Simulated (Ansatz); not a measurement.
A nudged elastic band was laid between two geometries of a periodic cell of 17 atoms, Al$_{16}$Au (surface Al(100), adsorbate Au).

These are results of Ansatz, DFT r2SCAN, scalar-relativistic, plane waves, PAW, not measurements. Settings: cutoff 500 eV, k mesh 4x4x1, gaussian smearing 0.05 eV, no spin polarisation.

```json
{
 "movable images": "5",
 "climbing image": "yes",
 "spring": "5.0 eV/Å²",
 "optimiser": "quadratic models (default)",
 "start path": "IDPP",
 "force threshold": "0.05 eV/Å",
 "iteration limit": "22",
 "end points": "relaxed",
 "atoms held": "1 to 4"
}
```

Initial state:

```xyz
17
Lattice="5.7276 0.0000 0.0000 0.0000 5.7276 0.0000 0.0000 0.0000 17.0750" Properties=species:S:1:pos:R:3
Al 1.432 1.432 1.000
Al 4.296 1.432 1.000
Al 1.432 4.296 1.000
Al 4.296 4.296 1.000
Al -0.015 0.014 3.031
Al 2.872 0.014 3.031
Al -0.015 2.854 3.031
Al 2.872 2.855 3.031
Al 1.425 1.436 4.985
Al 4.290 1.436 4.968
Al 1.426 4.300 4.889
Al 4.290 4.300 4.985
Al 0.067 -0.070 6.993
Al 2.779 -0.070 6.992
Al 0.067 2.946 6.992
Al 2.779 2.947 6.991
Au 4.285 1.440 8.327
```

Final state:

```xyz
17
Lattice="5.7276 0.0000 0.0000 0.0000 5.7276 0.0000 0.0000 0.0000 17.0750" Properties=species:S:1:pos:R:3
Al 1.432 1.432 1.000
Al 4.296 1.432 1.000
Al 1.432 4.296 1.000
Al 4.296 4.296 1.000
Al 0.008 0.014 3.031
Al 2.849 0.014 3.031
Al 0.008 2.855 3.031
Al 2.849 2.854 3.031
Al 1.426 1.436 4.968
Al 4.289 1.436 4.985
Al 1.426 4.300 4.985
Al 4.290 4.300 4.889
Al -0.085 -0.070 6.992
Al 2.931 -0.070 6.993
Al -0.085 2.947 6.991
Al 2.931 2.946 6.992
Au 7.148 1.440 8.327
```

What changes between the two ends?

The atom that moves furthest is Au17, by 2.86 Å; four of its nearest neighbours are Al16 2.51, Al14 2.52, Al15 2.52, Al13 2.52 Å at the first end and Al15 2.51, Al13 2.52, Al16 2.52, Al14 2.52 Å at the last.

What energy profile does the band end with?

The run converged. The highest image is number 3 of 0 to 6, 0.81 eV above the ends, which have the same energy within 2 meV. The order of the point at the top wasn't checked. Limits of this set-up: coarse k mesh, thin slab, slab without dipole correction, a typed lattice constant that wasn't relaxed here.

| image | path coordinate (Å) | energy (eV) |
| --- | --- | --- |
| 0 | 0.00 | 0.00 |
| 1 | 0.58 | 0.15 |
| 2 | 1.15 | 0.64 |
| 3 | 1.73 | 0.81 |
| 4 | 2.29 | 0.65 |
| 5 | 2.85 | 0.17 |
| 6 | 3.42 | 0.00 |

What is the geometry of the highest image?


```xyz
17
Lattice="5.7276 0.0000 0.0000 0.0000 5.7276 0.0000 0.0000 0.0000 17.0750" Properties=species:S:1:pos:R:3:forces:R:3
Al 1.432 1.432 1.000 0.01 0.00 0.01
Al 4.296 1.432 1.000 -0.01 0.00 0.01
Al 1.432 4.296 1.000 -0.04 0.00 -0.01
Al 4.296 4.296 1.000 0.04 0.00 -0.01
Al 0.000 0.004 3.040 0.00 0.00 0.00
Al 2.863 0.030 3.030 0.00 -0.01 0.00
Al 0.000 2.863 3.041 0.00 -0.01 0.00
Al 2.863 2.838 3.033 0.00 0.01 0.00
Al 1.434 1.431 4.991 0.00 0.00 -0.01
Al 4.292 1.431 4.991 0.00 0.00 -0.01
Al 1.445 4.298 4.934 0.00 0.00 0.00
Al 4.280 4.298 4.933 0.00 0.00 0.00
Al -0.001 -0.077 6.963 0.00 -0.01 -0.02
Al 2.863 -0.032 6.993 0.00 -0.01 0.01
Al -0.002 2.955 6.940 0.00 0.02 0.00
Al 2.862 2.882 6.997 0.00 0.02 0.00
Au 5.725 1.461 8.845 0.00 -0.02 0.02
```

The run took 23 min on 4 threads of Arm Neoverse N1, with other jobs on the host, peak memory 6.2 GiB.
